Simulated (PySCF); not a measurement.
The vertical singlet excitations below were computed for one of the candidates. Method used: PySCF, TDDFT B3LYP/def2-SVPD, vertical, gas phase, core orbitals frozen in the response. Geometries: GFN2-xTB, one conformer each.

| state | E (eV) | λ (nm) | f |
| --- | --- | --- | --- |
| S1 | 5.21 | 237.9 | 0.0081 |
| S2 | 5.63 | 220.3 | 0.0017 |
| S3 | 5.82 | 213.1 | 0.013 |
| S4 | 5.98 | 207.2 | 0.0036 |
| S5 | 6.00 | 206.5 | 0.0023 |
| S6 | 6.34 | 195.6 | 0.037 |
| S7 | 6.54 | 189.5 | 0.010 |
| S8 | 6.63 | 187.1 | 0.0037 |

Triplets computed (Tamm–Dancoff): 4.94, 5.48, 5.55 eV.

Orbital energies (eV): HOMO-3 -8.68, HOMO-2 -8.45, HOMO-1 -8.11, HOMO -6.95, LUMO -0.91, LUMO+1 -0.67, LUMO+2 -0.29.

Question: Which candidate is it?
A. `C#C[Si@@](C)(N)OC=C`
B. `CC(/C=N\[SiH3])=C/C=O`
C. `CO/C(C#N)=C/[SiH2]C`
D. `CO[C@@H]1C[C@]1([SiH3])C#N`
E. `O=COC[Si@@H]([SiH2]S)O`

Answer: E. Its S1 lies at 5.21 eV; the nearest of the others has S1 at 5.46 eV. S1 is HOMO→LUMO+1 (52%), HOMO→LUMO (46%). Löwdin shares by element: HOMO sulfur 75%, silicon 11% or more, hydrogen 6% or more; LUMO oxygen 36% or more, carbon 31% or more, silicon 6% or more (atoms not listed hold the other 26%). At the same level the other candidates give, for their lowest levels:
- `C#C[Si@@](C)(N)OC=C`: 5.50 eV (f 0.004); 5.81 eV (f 0.022); 6.02 eV (f 0.016); 6.11 eV (f 0.010); 6.20 eV (f 0.015); T1 4.34 eV; HOMO -6.57, LUMO -0.31 eV
- `CO/C(C#N)=C/[SiH2]C`: 5.46 eV (f 0.261); 6.05 eV (f 0.001); 6.31 eV (f 0.001); 6.53 eV (f 0.014); 6.66 eV (f 0.004); T1 3.50 eV; HOMO -7.31, LUMO -1.66 eV
- `CC(/C=N\[SiH3])=C/C=O`: 3.33 eV (f 0.000); 3.58 eV (f 0.001); 4.41 eV (f 0.003); 5.09 eV (f 0.002); 5.24 eV (f 0.199); T1 2.89 eV; HOMO -7.01, LUMO -2.44 eV
- `CO[C@@H]1C[C@]1([SiH3])C#N`: 6.40 eV (f 0.012); 6.75 eV (f 0.005); 6.90 eV (f 0.055); 7.15 eV (f 0.015); 7.19 eV (f 0.010); T1 5.93 eV; HOMO -7.54, LUMO -0.23 eV
